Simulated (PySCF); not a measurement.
Match each property card to its molecule.

Structures:
1. `FC(/C(=C/[SiH2]C)[SiH3])F` (C4H10F2Si2)
2. `CCS` (C2H6S)
3. `CO[SiH](OC)SC` (C3H10O2SSi)

Card P (geometry GFN2-xTB):
* Rotational constants A, B, C: 1.912, 1.530, 0.964 GHz
* Point group: C1
* 13C chemical shifts (computed TMS as zero) by class (GIAO PBE0/pcSseg-1): 51.8 (2 C), 10.3 (1 C) ppm
* Dipole moment (PBE0/pcSseg-1): 0.52 D
* HOMO energy (PBE0/pcSseg-1): -6.83 eV

Card Q (geometry GFN2-xTB):
* Rotational constants A, B, C: 28.517, 5.371, 4.903 GHz
* Isotropic shieldings of nuclei other than C and H, by class (GIAO PBE0/pcSseg-1): 567 (1 S) ppm
* HOMO energy (PBE0/pcSseg-1): -6.76 eV
* 13C chemical shifts (computed TMS as zero) by class (GIAO PBE0/pcSseg-1): 27.0 (1 C), 23.8 (1 C) ppm
* Dipole moment (PBE0/pcSseg-1): 1.82 D

Card R (geometry GFN2-xTB):
- Rotational constants A, B, C: 2.237, 0.682, 0.608 GHz
- HOMO energy (PBE0/pcSseg-1): -8.28 eV
- 13C chemical shifts (computed TMS as zero) by class (GIAO PBE0/pcSseg-1): 157.2 (1 C), 155.5 (1 C), 128.2 (1 C), -6.7 (1 C) ppm
- Dipole moment (PBE0/pcSseg-1): 2.68 D
- Isotropic shieldings of nuclei other than C and H, by class (GIAO PBE0/pcSseg-1): 288 (2 F), 402 (1 Si), 434 (1 Si) ppm

Each SMILES stands for a single optimised conformer of the isolated species, non-relativistic unless stated; the electronic structure was computed with PySCF and density fitting. NMR classes are plain means over equivalent atoms (diastereotopic ones count apart unless rotation or inversion swaps them), as if these changed places fast.

**Question.** Which card belongs to which structure?

**Answer.** P = 3, Q = 2, R = 1. What ties each card to its structure:
- 1 (card R), C4H10F2Si2, monoisotopic mass 152.0 u, 8 heavy atoms: 4 C in 4 classes; the least shielded carbon (157.2 ppm) is a fully substituted alkene carbon; an asymmetric top with C = 0.608 GHz, the lowest such constant on the cards; dipole 2.68 D.
- 2 (card Q), C2H6S, monoisotopic mass 62.0 u, 3 heavy atoms: 2 C in 2 classes; the least shielded carbon (27.0 ppm) is an sp3 carbon bound to sulfur; an asymmetric top with C = 4.903 GHz, the highest such constant on the cards; dipole 1.82 D.
- 3 (card P), C3H10O2SSi, monoisotopic mass 138.0 u, 7 heavy atoms: 3 C in 2 classes; the least shielded carbon (51.8 ppm) is a methoxy carbon; an asymmetric top with C = 0.964 GHz; dipole 0.52 D.
